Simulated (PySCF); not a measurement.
Species: 2-vinylnaphthalene, C12H10.
InChI=1S/C12H10/c1-2-10-7-8-11-5-3-4-6-12(11)9-10/h2-9H,1H2

Method: TDDFT CAM-B3LYP/def2-SVPD, vertical, gas phase, core orbitals frozen in the response (PySCF). One conformer (not necessarily the lowest) at the PBE0-D3(BJ)/def2-SVP geometry, without solvent, vibrations or thermal averaging. Torsions of this conformer, `[CH2:1]=[CH:2][c:3]1[cH:4][cH:5][c:6]2[cH:7][cH:8][cH:9][cH:10][c:11]2[cH:12]1`: C1–C2–C3–C4 5°.

Computed states:

| state | E (eV) | f |
| --- | --- | --- |
| S1 | 4.33 | 0.010 |
| S2 | 4.49 | 0.180 |
| S3 | 5.26 | 0.900 |
| S4 | 5.74 | 0.706 |
| S5 | 6.05 | 0.0090 |
| S6 | 6.19 | 0.0093 |
| S7 | 6.32 | 0.0022 |
| S8 | 6.41 | 0.055 |
| S9 | 6.59 | 0.0016 |
| S10 | 6.73 | 0.0052 |

Broadening: Gaussians 0.25 eV wide at half height, area fixed by f = 4.319×10⁻⁹ ∫ε dν̃. The width is an assumption, not a result. The curve ends short of the highest state used, and states not computed would add to its high-energy end.

Question: Give the broadened spectrum and its maxima.

Answer: 
(λ (nm), ε (L mol⁻¹ cm⁻¹)): (202.3, 1917), (204.9, 2409), (207.5, 7163), (210.1, 23766), (212.7, 52859), (215.2, 74368), (217.8, 69487), (220.4, 43629), (223.0, 20478), (225.6, 14174), (228.2, 27599), (230.8, 56852), (233.4, 86802), (236.0, 96843), (238.6, 80349), (241.2, 50515), (243.8, 24497), (246.4, 9317), (249.0, 2823), (251.6, 695), (254.2, 162), (256.8, 137), (259.4, 447), (262.0, 1372), (264.5, 3312), (267.1, 6781), (269.7, 11454), (272.3, 16143), (274.9, 19198), (277.5, 19488), (280.1, 17098), (282.7, 13149), (285.3, 9011), (287.9, 5609), (290.5, 3239), (293.1, 1768), (295.7, 925), (298.3, 465), (300.9, 223), (303.5, 101), (306.1, 43), (308.7, 17), (311.2, 7), (313.8, 2)

Maxima: 276 nm (4.49 eV), ε about 20000, made up of S2 (98%); 236 nm (5.26 eV), ε about 97000, made up of S3 (100%); 216 nm (5.74 eV), ε about 76000, made up of S4 (100%) (ε in L mol⁻¹ cm⁻¹; maxima over ε = 5, shares over 10%). At its high-energy end, 6.13 eV, the curve is still rising (ε about 1900, from S5 and S6).

Question: On this curve, what absorbance would a 10⁻⁵ mol/L sample give at 308 nm over a 1 cm path?

Answer: 308 nm is 4.025 eV, where ε is about 22 L mol⁻¹ cm⁻¹, so A = ε c l ≈ 0.00022 (Beer–Lambert, with the gas-phase spectrum and the assumed width).

Question: Coming from long wavelengths, where does ε first pass 100 L mol⁻¹ cm⁻¹?

Answer: At about 303 nm (4.09 eV), 0.24 eV below S1.

Question: What would ε be at 5.26 eV, the highest of these maxima, with half the width (0.125 eV)?

Answer: About 194000 L mol⁻¹ cm⁻¹ against 97100, a factor of about 2.00; a lone state at its own centre would give exactly 2.
